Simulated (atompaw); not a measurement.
# LDA (PW92) PAW (atompaw) dataset for Ru (Z = 44), scalar-relativistic all-electron reference.

| Quantity | Value |
| --- | --- |
| Element | ruthenium (Ru) |
| Generator | atompaw 4.2.0.5 |
| Type | PAW |
| Functional | LDA (PW92) |
| Relativity | scalar-relativistic |
| Frozen core | [Ar] 3d10 |
| Valence charge | 16 |
| Reference configuration | 4s2 4p6 4d7 5s0 5p0 (charge +1) |
| Partial waves | 4s (bound): rc 1.60 bohr; 5s (bound, empty): rc 2.05 bohr; 4p (bound): rc 1.65 bohr; 5p (bound, empty): rc 2.05 bohr; 4d (bound): rc 1.30 bohr; 4d channel at 1.25 Ry: rc 1.30 bohr |
| Local potential | bessel scheme, radius 1.90 bohr |
| Core correction | smooth core density matched at 1.10 bohr |
| Augmentation charge | sinc compensation charge, radius 1.95 bohr; PAW radius 2.05 bohr; waves and projectors: custom rrkj vanderbiltortho |

Poles of the logarithmic derivatives, all-electron (AE) and pseudo (PS). s: poles at -6.0 (AE) and -6.0 (PS) Ry. p: poles at -3.6 (AE) and -3.6 (PS) Ry. d: poles at 0.1 (AE) and 0.1 (PS) Ry. Test radius 2.05 bohr.

- Cutoffs needed: 60 Ry and 100 Ry (the cutoffs (Ry, on a coarse ladder) from which the occupation-weighted sum of valence levels, in a spherical-Bessel basis at the reference potential, stays within 10 and 1 mRy of its value at 400 Ry)
- Ghost test: no extra level below or beside the all-electron valence levels (s, p, d, f tested) (spherical-Bessel basis up to 400 Ry, 20 bohr box)
- Lowest eigenvalue of the overlap operator: 0.08 (p channel)
- Overlap eigenvalues printed by atompaw (projector basis): 0.0638, 0.0935, 0.406, 11.8, 26.3, 34.9
- Share of each valence orbital outside the PAW sphere: 4s 1 %, 5s 84 %, 4p 3 %, 5p 94 %, 4d 24 %
